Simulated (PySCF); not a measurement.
## How methods differ on the ionisation energy of Si⁺

Si⁺ [Ne] 3s2 3p1 [3p1/2^1, M_J = 1/2] → Si²⁺ [Ne] 3s2, as a difference of total energies. Computed with PySCF 2.14 in x2c-SVPall-2c, with the two-component X2C-1e Hamiltonian. Correlated levels: [Ne] frozen. "Screened" scales the spin-orbit matrix elements by Boettger's factors to mimic the two-electron term; Breit and QED terms are absent.

| method | ionisation energy (eV) |
| --- | --- |
| GHF (spin-free) | 15.832 |
| GMP2 (spin-free) | 15.951 |
| GHF (screened spin-orbit) | 15.856 |
| GMP2 (screened spin-orbit) | 15.974 |

Question: How much does correlation contribute at GMP2 (screened spin-orbit)?

Answer: 15.974 − (15.856) = 0.118 eV, measured against GHF (screened spin-orbit).

Errors of the correlated levels include the incompleteness of this basis and the frozen core.

For comparison: 16.346 eV (measured; NIST Atomic Spectra Database, ionization energies).
